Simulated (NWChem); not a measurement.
The numbers come from NWChem runs, not from measurements. System: BF$_{2}$, charge 0, spin multiplicity 2, at a geometry optimised with UB3LYP/def2-SVP. The structure started from a generated list of species. Its SCF solution wasn't tested for a lower state. Level: ULDA (SVWN5)/def2-TZVP.

The NWChem input:

```
start mol
memory heap 200 mb stack 900 mb global 1100 mb
geometry units angstroms nocenter noautoz
  F      1.140187     0.000000     0.139888
  B      0.000000     0.000000    -0.503598
  F     -1.140187     0.000000     0.139888
  symmetry group C2v
end
basis spherical
  * library def2-tzvp
end
dft
  xc slater vwn_5
  odft
  mult 2
  semidirect memsize 60000000 filesize 0
  iterations 100
end
task dft energy
```

Output (cleaned and shortened):

```
             Northwest Computational Chemistry Package (NWChem) 7.3.0
             --------------------------------------------------------

                                NWChem Input Module
                                -------------------

 Scaling coordinates for geometry "geometry" by  1.889725989
 (inverse scale =  0.529177249)

 Turning off AUTOSYM since
 SYMMETRY directive was detected!

                             Geometry "geometry" -> ""
                             -------------------------

 Output coordinates in angstroms (scale by  1.889725989 to convert to a.u.)

  No.       Tag          Charge          X              Y              Z
 ---- ---------------- ---------- -------------- -------------- --------------
    1 F                    9.0000     1.14018700     0.00000000     0.13988800
    2 B                    5.0000     0.00000000     0.00000000    -0.50359800
    3 F                    9.0000    -1.14018700     0.00000000     0.13988800

 Effective nuclear repulsion energy (a.u.)      55.1735205563

            Nuclear Dipole moment (a.u.)
            ----------------------------
        X                 Y               Z
 ---------------- ---------------- ----------------
     0.0000000000     0.0000000000    -0.0000113384

      Symmetry information
      --------------------

 Group name             C2v
 Group number             16
 Group order               4
 No. of unique centers     2

      Symmetry unique atoms

     1    2


 Summary of "ao basis" -> "" (spherical)
 ------------------------------------------------------------------------------
       Tag                 Description            Shells   Functions and Types
 ---------------- ------------------------------  ------  ---------------------
 *                         def2-tzvp                  on all atoms

                                 NWChem DFT Module
                                 -----------------

 Summary of "ao basis" -> "ao basis" (spherical)
 ------------------------------------------------------------------------------
       Tag                 Description            Shells   Functions and Types
[...]
    67     -0.163610  3 F  s                 42      0.156465  2 B  pz

   alpha - beta orbital overlaps
   -----------------------------

   alpha      1      2      3      4      5      6      7      8      9     10
    beta      1      2      3      4      5      6      7      8      9     10
 overlap   1.000  1.000  1.000  1.000  1.000  0.998  1.000  1.000  0.995  1.000

   alpha     11     12     13     14     15     16     17     18     19     20
    beta     11     12     13     14     15     16     17     18     19     21
 overlap   1.000  0.988  0.996  0.982  0.998  0.985  0.998  0.996  0.997  0.998

   alpha     21     22     23     24     25     26     27     28     29     30
    beta     20     22     23     24     25     26     27     28     29     30
 overlap   0.992  0.999  0.992  0.994  0.995  0.994  1.000  0.999  0.993  0.981

   alpha     31     32     33     34     35     36     37     38     39     40
    beta     31     32     33     34     35     36     37     39     38     40
 overlap   0.995  0.993  1.000  0.983  1.000  1.000  0.995  0.997  1.000  0.991

   alpha     41     42     43     44     45     46     47     48     49     50
    beta     41     42     44     43     45     46     47     48     49     51
 overlap   0.999  0.870  0.868  0.997  0.990  0.974  0.973  0.997  1.000  0.999

   alpha     51     52     53     54     55     56     57     58     59     60
    beta     50     52     53     54     55     56     57     58     59     60
 overlap   1.000  0.998  1.000  0.999  1.000  1.000  1.000  1.000  1.000  1.000

   alpha     61     62     63     64     65     66     67     68     69     70
    beta     61     62     64     63     65     66     67     68     69     70
 overlap   1.000  0.999  0.999  1.000  1.000  1.000  1.000  1.000  1.000  1.000

   alpha     71     72     73     74     75     76     77     78     79     80
    beta     71     72     74     73     75     76     77     78     79     80
 overlap   1.000  1.000  0.999  1.000  1.000  0.999  1.000  1.000  1.000  1.000

   alpha     81     82     83     84     85     86     87     88     89     90
    beta     81     82     83     84     85     86     87     88     89     90
 overlap   1.000  1.000  1.000  1.000  1.000  1.000  1.000  1.000  1.000  1.000

   alpha     91     92     93
    beta     91     92     93
 overlap   1.000  1.000  1.000

     --------------------------
     Expectation value of S2:
     --------------------------
      <S2> =      0.7515 (Exact =     0.7500)

 center of mass
 --------------
 x =   0.00000000 y =   0.00000000 z =  -0.00882932

 moments of inertia (a.u.)
 ------------------
          12.622133519847           0.000000000000           0.000000000000
           0.000000000000         189.021436408277           0.000000000000
           0.000000000000           0.000000000000         176.399302888430

     Multipole analysis of the density
     ---------------------------------

     L   x y z        total         alpha         beta         nuclear
     -   - - -        -----         -----         ----         -------
     0   0 0 0     -0.000000    -12.000000    -11.000000     23.000000

     1   1 0 0      0.000000      0.000000     -0.000000      0.000000
     1   0 1 0     -0.000000     -0.000000     -0.000000      0.000000
     1   0 0 1     -0.057901      0.922771     -0.980661     -0.000011

     2   2 0 0    -12.853297    -48.961916    -47.455982     83.564602
     2   1 1 0      0.000000      0.000000      0.000000      0.000000
     2   1 0 1     -0.000000     -0.000000     -0.000000      0.000000
     2   0 2 0    -10.819632     -6.235761     -4.583871      0.000000
     2   0 1 1      0.000000      0.000000     -0.000000      0.000000
     2   0 0 2    -12.080905    -11.614381     -6.252685      5.786161

 Task  times  cpu:        2.1s     wall:        2.1s

 Total times  cpu:        2.1s     wall:        2.1s
```
